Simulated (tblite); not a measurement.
Start geometry of `N(C(O[SiH2]C#N)=C)=C` from a force field or distance geometry (Å):
```
atom  x, y, z in Å
C1    -1.6213   -1.5328   -1.0573
N2    -1.5300   -0.2457   -1.2387
C3    -0.8959    0.4657   -0.1649
C4    -0.8517    1.8000   -0.1306
O5    -0.3143   -0.2356    0.9030
Si6    1.3751   -0.1576    1.2296
C7     2.3724   -0.1817   -0.2799
N8     3.0003   -0.1952   -1.2531
H9    -2.0935   -2.1011   -1.8496
H10   -1.2635   -1.9912   -0.1477
H11   -1.2629    2.4430   -0.8649
H12   -0.3583    2.2488    0.7332
H13    1.7001   -1.3345    2.0608
H14    1.7427    1.0174    2.0381
```

**Question.** What comes out of this run: tblite, GFN2-xTB geometry optimisation, gas phase?

**Answer.** 
```
atom  x, y, z in Å
C1    -2.1780   -1.4646   -0.7583
N2    -1.9161   -0.2336   -0.8451
C3    -0.7604    0.3173   -0.3381
C4    -0.5395    1.6201   -0.5123
O5     0.0934   -0.5166    0.3178
Si6    1.4366   -0.3286    1.2013
C7     2.7876    0.4864    0.1895
N8     3.6107    0.9926   -0.4255
H9    -3.1097   -1.8063   -1.1835
H10   -1.5348   -2.2105   -0.2893
H11   -1.2597    2.2093   -1.0458
H12    0.3504    2.0984   -0.1458
H13    1.7944   -1.7132    1.4615
H14    1.2244    0.5486    2.3514
```

The energy falls by 55.1 kJ/mol over 158 L-BFGS steps, the largest force on an atom goes from 2.98 to 0.007 eV/Å, and the atoms move by 0.808 Å rms after alignment. The bond that changes most is O5–Si6 (silyl ether oxygen to oxygen-bound silicon), which shortens by 0.104 Å. Bonds longer at the end by more than 0.005 Å: 3 of 13; shorter: 8. Among the angles that change most is C3–O5–Si6, from 121.9° to 135.4°. Among the dihedrals that turn most is C4–C3–O5–Si6, from -64° to 8°. Rotational constants go from 2383, 1186, 1079 to 3563, 971.9, 851.1 MHz. The orientation of the end geometry is arbitrary; only internal coordinates are fixed.

Time: 1.7 s wall. Hardware: an Arm Neoverse N1 with one thread, no GPU (shared host).

Its GFN2-xTB frequencies are all real (lowest 23 cm⁻¹). The numbers are those of one conformer.

All values are computed, not measured.
